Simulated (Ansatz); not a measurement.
Several settings on one geometry of the cluster Ca₄⁺ (the lowest doublet isomer of a short search) (that of the charge 1 doublet, r2SCAN/def2-TZVP). Ansatz on 4 threads of Arm Neoverse N1 on a shared host; times are rough.

```xyz
4

Ca    1.252    0.534   -1.808
Ca    1.520   -0.343    1.693
Ca   -1.279   -1.926   -0.100
Ca   -1.494    1.734    0.214
```

Totals from different functionals, basis sets or treatments of relativity can't be compared as stabilities.

Scalar relativity in a set contracted without it gives distorted totals.

The spins typed aren't always the lowest for that charge.

**Question.** Give the basis size and estimate the energy, ⟨S²⟩ and time of these runs.

```json
{"run": "1", "method": "RKS B97M-V/def2-TZVP", "charge": "2", "state": "singlet", "further keys": "pseudopotentials: {relativity: scalar}; forces asked"}
{"run": "2", "method": "UKS ωB97/cc-pVDZ", "charge": "1", "state": "quartet", "further keys": "scf: {omitted_lower_state_checks: [starts]}; forces asked"}
{"run": "3", "method": "ROKS PBE0/def2-TZVP", "charge": "1", "state": "doublet", "further keys": "scf: {lower_state_search: full}"}
```

**Answer.** 
| run | functions | energy (Eh) | ⟨S²⟩ | wall time |
| --- | --- | --- | --- | --- |
| 1 | 144 | -2719.0298 | – | 41 s |
| 2 | 108 | -2710.1092 | 3.78 | 1.9 min |
| 3 | 144 | -2709.4072 | – | 2.3 min |
